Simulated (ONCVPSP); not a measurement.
**An all-electron radial function and its pseudo partner (Zr (Z = 40))**

Columns: radius, all-electron u(r) and pseudo u(r) of the 4p shell (level -32.50 eV) of zirconium in the configuration [Ar] 3d10 4s2 4p6 4d2 5s2; PW91, scalar-relativistic, ONCV scheme, ONCVPSP 4.0.1.

```
r (bohr)  all-electron  pseudo
   0.130        0.1962  0.0304
   0.260       -0.3887  0.1172
   0.390       -0.4545  0.2478
   0.520       -0.1370  0.4039
   0.650        0.2608  0.5646
   0.780        0.5907  0.7099
   0.910        0.8118  0.8240
   1.040        0.9299  0.8971
   1.170        0.9664  0.9264
   1.300        0.9453  0.9151
   1.430        0.8880  0.8708
   1.560        0.8105  0.8033
   1.690        0.7246  0.7227
   1.820        0.6378  0.6376
   1.950        0.5547  0.5547
   2.080        0.4780  0.4780
   2.210        0.4089  0.4089
   2.340        0.3479  0.3479
   2.470        0.2946  0.2946
   2.600        0.2485  0.2485
   2.730        0.2091  0.2091
   2.860        0.1754  0.1754
   2.990        0.1469  0.1469
   3.120        0.1227  0.1227
   3.250        0.1024  0.1024
   3.380        0.0853  0.0853
```

(1) How many radial nodes do the two functions have?

(2) At about which radius was the pseudo-wave matched?

(3) Is the pseudo-wave norm-conserving?

Results:

(1) The all-electron 4p function has n − l − 1 = 2; the pseudo-wave has 0, since the states of the same l below it are removed with the core.

(2) 1.95 bohr, where the columns begin to agree (steps of 0.13 bohr).

(3) Yes: the ONCV scheme keeps the norm inside the radius equal to the all-electron one, which fixes the energy derivative of the logarithmic derivative at the level.
